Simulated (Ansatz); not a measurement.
Total energies of `[F][In]`.

Z-matrix (Å, degrees):
```
F
In 1 1.994
```

The species carries charge 0 and has multiplicity 1. Correlated methods include outer-core shells of In, which these sets cover unevenly. In takes the def2 core potential. The geometry is a stationary point of PBE0-D4/def2-TZVP. Basis def2-TZVPP, Ansatz 0.2.0.

RPA on PBE orbitals: Hartree–Fock energy of these orbitals -288.72104 Eh, correlation -0.74433 Eh (frozen core).

```tsv
functional	kind	energy without D4 (Eh)	D4 term (kJ/mol)
LDA (SPW92)	LDA	-289.13598	–
PBE	GGA	-289.99894	-2.0
revPBE	GGA	-290.10838	-5.3
r2SCAN	meta-GGA	-290.11438	-0.4
B97M-V	meta-GGA with VV10	-290.05048	–
B3LYP	global hybrid, 20 %	-290.15930	-3.3
r2SCANh	meta-GGA hybrid, 10 %	-290.09348	-0.4
r2SCAN0	meta-GGA hybrid, 25 %	-290.06304	-0.5
HSE06 (plane-wave form)	screened hybrid	-289.98388	-1.6
BHLYP	global hybrid, 50 %	-289.97197	-3.0
CAM-B3LYP	range-separated hybrid	-290.04508	-1.7
ωB97X-V	range-separated hybrid GGA with VV10	-290.02555	–
ωB97M-V	range-separated hybrid meta-GGA with VV10	-290.01008	–
B2PLYP	double hybrid	-289.82536	–
```

Give the same for BLYP, PBE0, LC-ωPBE, PBE-QIDH. (An estimate is asked.)

Computed: 
```json
{"functional": "BLYP", "kind": "GGA", "energy without D4 (Eh)": "-290.05147", "D4 term (kJ/mol)": "-4.4"}
{"functional": "PBE0", "kind": "global hybrid, 25 % exact exchange", "energy without D4 (Eh)": "-289.98905", "D4 term (kJ/mol)": "-1.6"}
{"functional": "LC-ωPBE", "kind": "long-range corrected hybrid", "energy without D4 (Eh)": "-290.04977", "D4 term (kJ/mol)": "–"}
{"functional": "PBE-QIDH", "kind": "double hybrid", "energy without D4 (Eh)": "-289.76784", "D4 term (kJ/mol)": "–"}
```

B3LYP takes the VWN-RPA correlation (the form of Gaussian; ORCA's B3LYP/G). HSE06 is the plane-wave form, built on full-range PBE exchange. The double hybrids freeze the cores in their second-order part.

LC-ωPBE has ω = 0.4 bohr⁻¹.
